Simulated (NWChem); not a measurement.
System: C$_{3}$H$_{4}$N$_{2}$, triplet; SMILES of the neutral closed-shell parent [nH]1nccc1

NWChem input:

```
start job
memory heap 200 mb stack 900 mb global 1100 mb
geometry units angstroms noautosym nocenter noautoz
  C     -0.600825     1.063718     0.087075
  C      0.739057     0.898319     0.003380
  N      1.099954    -0.434199    -0.123537
  N     -0.027116    -1.145912     0.194919
  C     -1.166874    -0.310419    -0.043137
  H     -1.167614     1.989278     0.166691
  H      1.527751     1.651484    -0.000518
  H     -0.024706    -2.078262    -0.206544
  H     -1.803512    -0.553479    -0.914432
end
basis spherical
  * library def2-svp
end
dft
  odft
  mult 3
  xc m06-2x
  iterations 150
end
cosmo
  dielec 78.4
end
task dft energy
```

Excerpt of the output:

```
             Northwest Computational Chemistry Package (NWChem) 7.3.0
             --------------------------------------------------------

                             Geometry "geometry" -> ""
                             -------------------------

 Output coordinates in angstroms (scale by  1.889725989 to convert to a.u.)

  No.       Tag          Charge          X              Y              Z
 ---- ---------------- ---------- -------------- -------------- --------------
    1 C                    6.0000    -0.60082500     1.06371800     0.08707500
    2 C                    6.0000     0.73905700     0.89831900     0.00338000
    3 N                    7.0000     1.09995400    -0.43419900    -0.12353700
    4 N                    7.0000    -0.02711600    -1.14591200     0.19491900
    5 C                    6.0000    -1.16687400    -0.31041900    -0.04313700
    6 H                    1.0000    -1.16761400     1.98927800     0.16669100
    7 H                    1.0000     1.52775100     1.65148400    -0.00051800
    8 H                    1.0000    -0.02470600    -2.07826200    -0.20654400
    9 H                    1.0000    -1.80351200    -0.55347900    -0.91443200

 Effective nuclear repulsion energy (a.u.)     159.5784871094

                                 NWChem DFT Module
                                 -----------------

 Summary of "ao basis" -> "ao basis" (spherical)
 ------------------------------------------------------------------------------
       Tag                 Description            Shells   Functions and Types
 ---------------- ------------------------------  ------  ---------------------
 C                          def2-svp                 6       14   3s2p1d
 N                          def2-svp                 6       14   3s2p1d
 H                          def2-svp                 3        5   2s1p

 in cosmo_initialize ...

 solvent parameters
 solvname_short: unkn
 solvname_long:  unknown
 dielec:       78.4000

          ---------------
          -cosmo- solvent
          ---------------
 Cosmo: York-Karplus, doi: 10.1021/jp992097l
 dielectric constant -eps-     =  78.40
 screen = (eps-1)/(eps    )    =   0.98724
 surface charge correction     = lagrangian

   van der Waals surface
 --------------------------

 ---------- ATOMIC COORDINATES (A.U.) ------------ VDWR(ANG.) --
     1   -1.13539462    2.01013555    0.16454789     2.000
     2    1.39661522    1.69757676    0.00638727     2.000
     3    2.07861166   -0.82051713   -0.23345108     1.830
     4   -0.05124181   -2.16545969    0.36834350     1.830
     5   -2.20507212   -0.58660685   -0.08151711     2.000
     6   -2.20647052    3.75919034    0.31500031     1.300
     7    2.88703077    3.12085223   -0.00097888     1.300
     8   -0.04668757   -3.92734571   -0.39031156     1.300
     9   -3.40814350   -1.04592365   -1.72802592     1.300
 number of segments per atom =         32
 number of   points per atom =         32
 atom (   nspa,  nppa )
 ----------------------
    1 (     15,     0 )       0
    2 (     18,     0 )       0
    3 (     16,     0 )       0
    4 (     12,     0 )       0
    5 (     16,     0 )       0
    6 (     15,     0 )       0
    7 (     12,     0 )       0
    8 (     16,     0 )       0
    9 (     15,     0 )       0
 number of -cosmo- surface points =      135
 molecular surface =    106.406 angstrom**2
 molecular volume  =     87.236 angstrom**3
 G(cav/disp)       =      1.392 kcal/mol
 -lineq- algorithm             =   0
 -bem- low  level              =   2
 -bem- from -octahedral-
 gaussian surface charge width =   4.50000
 degree of switching           =   1.00000
 switching function tolerance  =   0.00010
 atomic radii =
 --------------
    1  6.000  2.000
    2  6.000  2.000
    3  7.000  1.830
    4  7.000  1.830
    5  6.000  2.000
    6  1.000  1.300
    7  1.000  1.300
    8  1.000  1.300
    9  1.000  1.300
 ...... end of -cosmo- initialization ......

[...]

                                   COSMO solvation results
                                   -----------------------

                 gas phase energy =      -225.788346813746
                 sol phase energy =      -225.797901836226
 (electrostatic) solvation energy =         0.009555022479 (    6.00 kcal/mol)

                    DFT Final Alpha Molecular Orbital Analysis
                    ------------------------------------------

 Vector   17  Occ=1.000000D+00  E=-3.588260D-01
              MO Center=  4.1D-02,  1.2D-01,  1.5D-01, r^2= 2.3D+00
   Bfn.  Coefficient  Atom+Function         Bfn.  Coefficient  Atom+Function
  ----- ------------  ---------------      ----- ------------  ---------------
    48      0.391435  4 N  pz                 6      0.324306  1 C  pz
    20      0.324477  2 C  pz                51     -0.312542  4 N  pz
     9      0.219300  1 C  pz                23      0.209303  2 C  pz
    44     -0.118271  4 N  s                 45     -0.106414  4 N  s
    81      0.087659  8 H  s                 34     -0.069430  3 N  pz

 Vector   18  Occ=1.000000D+00  E=-3.380245D-01
              MO Center= -2.6D-01, -2.4D-01,  4.5D-02, r^2= 2.5D+00
   Bfn.  Coefficient  Atom+Function         Bfn.  Coefficient  Atom+Function
  ----- ------------  ---------------      ----- ------------  ---------------
    60      0.333718  5 C  px                62     -0.304075  5 C  pz
    34     -0.291585  3 N  pz                32     -0.285481  3 N  px
    37      0.229910  3 N  pz                65     -0.226518  5 C  pz
    63      0.213376  5 C  px                35      0.208332  3 N  px
     6     -0.182461  1 C  pz                 9     -0.132601  1 C  pz

 Vector   19  Occ=1.000000D+00  E=-2.015460D-01
              MO Center= -2.9D-01, -2.3D-01,  7.5D-02, r^2= 2.6D+00
   Bfn.  Coefficient  Atom+Function         Bfn.  Coefficient  Atom+Function
  ----- ------------  ---------------      ----- ------------  ---------------
    34      0.344124  3 N  pz                37     -0.331245  3 N  pz
    51      0.320599  4 N  pz                48     -0.316068  4 N  pz
    62     -0.314450  5 C  pz                 9      0.276692  1 C  pz
    65     -0.276434  5 C  pz                 6      0.264759  1 C  pz
    63      0.231886  5 C  px                86      0.167205  9 H  s

 Vector   20  Occ=0.000000D+00  E= 6.378763D-02
              MO Center=  2.0D-01,  7.4D-01,  9.1D-03, r^2= 2.5D+00
   Bfn.  Coefficient  Atom+Function         Bfn.  Coefficient  Atom+Function
  ----- ------------  ---------------      ----- ------------  ---------------
    23      0.719014  2 C  pz                 9     -0.601883  1 C  pz
    20      0.447913  2 C  pz                 6     -0.354952  1 C  pz
    37     -0.299682  3 N  pz                87     -0.237758  9 H  s
    34      0.234409  3 N  pz                31      0.195436  3 N  s
    59      0.165910  5 C  s                 63     -0.165127  5 C  px

 Vector   21  Occ=0.000000D+00  E= 1.166682D-01
              MO Center= -3.8D-01, -1.3D+00, -4.5D-01, r^2= 5.9D+00
   Bfn.  Coefficient  Atom+Function         Bfn.  Coefficient  Atom+Function
  ----- ------------  ---------------      ----- ------------  ---------------
    82      1.260365  8 H  s                 45     -1.018485  4 N  s
    87      0.862254  9 H  s                 77      0.581450  7 H  s
    59     -0.553346  5 C  s                 72      0.549137  6 H  s
     3     -0.393981  1 C  s                 65      0.392411  5 C  pz
    50      0.322539  4 N  py                63      0.260520  5 C  px

 Vector   22  Occ=0.000000D+00  E= 1.497094D-01
              MO Center=  8.2D-02,  1.6D+00, -1.3D-02, r^2= 7.0D+00
   Bfn.  Coefficient  Atom+Function         Bfn.  Coefficient  Atom+Function
  ----- ------------  ---------------      ----- ------------  ---------------
    72      1.522527  6 H  s                 77      1.488264  7 H  s
    17     -1.152722  2 C  s                  3     -0.990486  1 C  s
    82     -0.584841  8 H  s                  8     -0.521989  1 C  py
     7      0.498161  1 C  px                45      0.481193  4 N  s
    21     -0.471898  2 C  px                87     -0.440514  9 H  s

                     DFT Final Beta Molecular Orbital Analysis
                     -----------------------------------------

 Vector   15  Occ=1.000000D+00  E=-4.288200D-01
              MO Center= -1.2D-01, -7.1D-03, -9.1D-02, r^2= 2.8D+00
   Bfn.  Coefficient  Atom+Function         Bfn.  Coefficient  Atom+Function
  ----- ------------  ---------------      ----- ------------  ---------------
    86     -0.230401  9 H  s                 34      0.221349  3 N  pz
    48      0.221358  4 N  pz                60      0.209813  5 C  px
    20     -0.189196  2 C  pz                61      0.181053  5 C  py
    51     -0.168938  4 N  pz                76      0.162913  7 H  s
     5     -0.158975  1 C  py                 4     -0.153060  1 C  px

 Vector   16  Occ=1.000000D+00  E=-3.601258D-01
              MO Center=  9.4D-01, -3.8D-01, -1.2D-01, r^2= 1.8D+00
   Bfn.  Coefficient  Atom+Function         Bfn.  Coefficient  Atom+Function
  ----- ------------  ---------------      ----- ------------  ---------------
    32      0.400149  3 N  px                31     -0.320885  3 N  s
    35     -0.289077  3 N  px                33     -0.226912  3 N  py
    30     -0.215470  3 N  s                 36      0.191531  3 N  py
     4     -0.167243  1 C  px                18      0.160392  2 C  px
    46     -0.159288  4 N  px                19     -0.153747  2 C  py

[...]
```

Level: M06-2X/def2-SVP, spin-unrestricted, COSMO on the gas-phase geometry. The geometry was optimised at PBE0/def2-SVP, spin-unrestricted. The spin multiplicity was typed, not searched, and may not be the lowest. No stability test was run on the SCF state. COSMO prints the solvation energy as gas minus solution, so a positive value is a stabilisation.
